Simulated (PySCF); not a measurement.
# Structure from NMR data

An unknown has the formula C8H12. Its calculated NMR data are:

1H NMR (400 MHz, computed): δ 5.97 (m, 1H), 5.97 (m, 1H), 5.36 (m, 1H), 2.07 (s, 3H), 1.29 (s, 6H).

13C{1H} NMR (computed): δ 153.2 (CH), 119.5 (CH2), 90.3 (C), 88.0 (C), 37.0 (C), 32.7 (CH3, 2C), 4.8 (CH3).

PySCF calculation with structure optimised with GFN2-xTB and GIAO PBE0/pcSseg-1 shieldings; averaged over atoms made equivalent by symmetry, fast rotation or ring inversion, in vacuum, single conformer, non-relativistic Hamiltonian.

Chemical shifts δ = σref − σ; 1H, 13C vs TMS, all at this level.

Problem. Which of these isomers gave the spectra?
A. CC1=CCC=C[C@H]1C
B. C=CC(=C=CC)CC
C. C=CC(C)(C)C#CC
D. C=C[C@@]1(C)CC12CC2
E. C1CC([C@@H]2[C@@H]3C[C@@H]32)C1

Solution. C. 

1. The formula gives 3 degrees of unsaturation (no ring in the answer).
2. 7 carbon signals for 8 carbons: some carbons are equivalent by symmetry or fast rotation.
3. Carbon types of the structure: 3 × C, 1 × CH, 1 × CH2, 3 × CH3, which accounts for all hydrogens.
4. δC 153.2: alkene CH; an sp2 carbon of a C=C bond.
5. δC 119.5: terminal =CH2 carbon; the olefinic region.
6. δC 90.3, 88.0: alkyne carbon; the triple bond shields along its axis, which puts it between sp3 and sp2 carbons.
7. δC 32.7: methyl carbon; a saturated carbon with 1 carbon neighbour and no heteroatom attached.
8. δH 5.97: hydrogen on an alkene CH; attached to an sp2 carbon and in the plane of the double bond.

The others: C=C[C@@]1(C)CC12CC2 would give 8 carbon signals, not 7; CC1=CCC=C[C@H]1C would give 8 carbon signals, not 7; C1CC([C@@H]2[C@@H]3C[C@@H]32)C1 would give 6 carbon signals, not 7; C=CC(=C=CC)CC would give 8 carbon signals, not 7.

Shifts are as computed. Against solution values, carbons near 30 ppm lie about +3 ppm off and those near 130 ppm about +5 ppm. Of 1211 compounds with measured shifts, 218 miss one by over three times the rms of a fit or turn the order of signals round; such compounds aren't used in these exercises. Multiplicities follow the n + 1 count of equivalent neighbours, as no J values were calculated; m marks all less simple cases, F and P coupling included.
